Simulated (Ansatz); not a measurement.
`C=[C]([GeH3])[InH2]` → `C=[CH][InH2]` + `[GeH2]` at 400 K and 1 bar (germylene formation by 1,1-elimination).

Calculated with Ansatz (gas phase, PBE0-D4/def2-TZVP geometries, no zero-point term in ΔE). CBS: MP2 limit from def2 TZ/QZ plus the TZ coupled-cluster correction, frozen cores. Elements past krypton have def2 core potentials. For Ge, In outer-core shells are correlated without core-valence functions, which leaves a few kJ/mol of doubt a bond. Scalar relativity is left out up to krypton.

```csv
species,CCSD(T)/CBS energy (Eh),H − E (kJ/mol),S (J/(mol·K))
`C=[C]([GeH3])[InH2]`,-2346.17345,211.7,417.5
`C=[CH][InH2]`,-268.86241,164.7,336.3
`[GeH2]`,-2077.24753,42.4,231.0
```

H − E and S are ideal-gas, rigid-rotor, harmonic terms from PBE0-D4/def2-TZVP. 1 Eh = 2625.50 kJ/mol, R = 8.31446 J/(mol·K).

By hand: ΔE, ΔH, ΔS and ΔG.

ΔE = (-268.86241) + (-2077.24753) − (-2346.17345) = 0.06351 Eh = 166.7 kJ/mol. Δ(H − E) = 164.7 + 42.4 − 211.7 = -4.6, so ΔH = 162.1 kJ/mol. ΔS = 336.3 + 231.0 − 417.5 = 149.8 J/(mol·K). ΔG = 162.1 − 400 × (149.8)/1000 = 102.2 kJ/mol.

By hand: the equilibrium constant, and the temperature at which ΔG would vanish if ΔH and ΔS stayed fixed.

log₁₀ K = −ΔG/(RT ln 10) = -13.3. ΔG = 0 at ΔH/ΔS = 1082 K.

The number of gas molecules changes by +1, which sets the sign of ΔS. A doubt of 5 kJ/mol in ΔE shifts log₁₀ K by 0.7 here. These are equilibria of isolated gas molecules and say nothing of rates. Largest T1 diagnostic: 0.013 (customary marks: 0.02 for closed shells, 0.045 for open ones).
